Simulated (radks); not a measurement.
Values are calculated unless marked as measured or tabulated.
Question: The mean radii <r> (bohr) of the occupied orbitals of an atom or ion are listed with their occupations. Code: a radial shooting solver on a logarithmic mesh with Libxc functionals. Model: scalar-relativistic Kohn-Sham, PBE, spin-polarised, spherical densities, finite nucleus; Fermi nuclear charge, rms radius of each element as measured or else 0.836 A^(1/3) + 0.57 fm.

orbital  occ.      <r>
1s up       1  0.06639
1s down     1  0.06640
2s up       1   0.3031
2p up       3   0.2682
2p down     3   0.2684
3s up       1   0.8329
3s down     1   0.8385
3p up       3   0.8419
3p down     1   0.8486

Name the element and its charge. Open shells, if any, are filled with parallel spins first.

Answer: Z = 23, vanadium, charge +8: V8+ in [He] 2s1 2p6 3s2 3p4. The 1s radius gives Z: for a bare nucleus <r> = (2 gamma + 1)/(2Z) with gamma = sqrt(1 - (Z/c)^2), 0.0646 bohr for Z = 23, and screening makes it slightly larger (0.06639 here). The occupations add up to 15, and the charge is Z minus that.
